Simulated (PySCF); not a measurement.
**TDDFT excited states: C7H16Ge**

C7H16Ge.
Atom-mapped SMILES: `[CH3:1][CH2:2][C@@H:3]1[CH2:4][CH2:5][C@H:6]([GeH3:7])[CH2:8]1` (hydrogens: H9, H10, H11 on C1; H12, H13 on C2; H14 on C3; H15, H16 on C4; H17, H18 on C5; H19 on C6; H20, H21, H22 on Ge7; H23, H24 on C8)

Level of theory: TDDFT PBE0/def2-SVPD, vertical, gas phase, core orbitals frozen in the response in PySCF 2.14.0, density-fitted response routines. Isolated species at its PBE0-D3(BJ)/def2-SVP geometry (one conformer only). Relativistic effects, spin–orbit coupling among them, are left out although an element past zinc is present.

Problem. Predict the UV-vis stick spectrum at this level.

Solution. 

```
state  E (eV)  E (kJ/mol)  λ (nm)       f  |μ| (D)  main configurations (H = HOMO, L = LUMO)
   S1    7.34         708   168.8  0.0015     0.23                                 H→L (98%)
   S2    7.90         763   156.9   0.237     2.81                               H→L+1 (91%)
   S3    8.08         779   153.5   0.067     1.47     H→L+3 (28%), H→L+2 (26%), H-1→L (25%)
   S4    8.11         782   152.9   0.025     0.89     H-1→L (55%), H→L+3 (18%), H→L+2 (10%)
   S5    8.18         789   151.6   0.031     1.01                  H-2→L (55%), H-3→L (20%)
   S6    8.23         794   150.6   0.038     1.10     H→L+2 (34%), H→L+3 (29%), H→L+4 (11%)
   S7    8.27         798   149.9   0.034     1.03     H→L+5 (40%), H-3→L (19%), H-4→L (13%)
   S8    8.30         800   149.4   0.014     0.67     H→L+4 (32%), H-2→L (18%), H→L+5 (15%)
   S9    8.33         804   148.8   0.027     0.93     H-3→L (36%), H→L+5 (12%), H→L+4 (11%)
  S10    8.40         810   147.7   0.036     1.06                  H-4→L (64%), H→L+5 (12%)
```

Triplets, Tamm–Dancoff:

| state | E (eV) | λ (nm) | main configurations (H = HOMO, L = LUMO) |
| --- | --- | --- | --- |
| T1 | 7.08 | 175.2 | H→L (78%), H→L+2 (13%) |
| T2 | 7.38 | 168.1 | H→L+1 (47%), H→L+2 (30%), H→L (15%) |
| T3 | 7.71 | 160.9 | H-2→L (27%), H-3→L (21%) |
| T4 | 7.76 | 159.8 | H-4→L (33%), H→L+5 (10%), H-5→L (9%) |

The lowest singlet comes at 169 nm (708 kJ/mol) in the vacuum ultraviolet; it is very weak; its leading configuration is HOMO→LUMO (98%). The strongest level in the table is S2 at 7.90 eV (157 nm, f = 0.237). Löwdin shares by element: HOMO carbon 45% or more, germanium 22% (atoms not listed hold the other 33%); LUMO germanium 33%, hydrogen 19% or more (atoms not listed hold the other 48%). The listed states span 1.05 eV, and the widest gap between neighbours is 0.56 eV (S1 to S2). Of the 10 states listed, 9 reach f = 0.01 and none stays under 0.0005. Weighted by f, the mean energy of these states is 8.07 eV. The vertical ionisation energy (ΔSCF) is 9.70 eV, 1.31 eV above S10. Singlets were solved by full linear response, triplets in the Tamm–Dancoff approximation.

On one thread of an Arm Neoverse N1, shared host with 64 logical CPUs at a one-minute load of 61, this took 21 min wall and 1.4 GiB of memory at its peak.

Without π bonds the low states are Rydberg-like; a valence basis with one diffuse set may place them up to an eV too high.
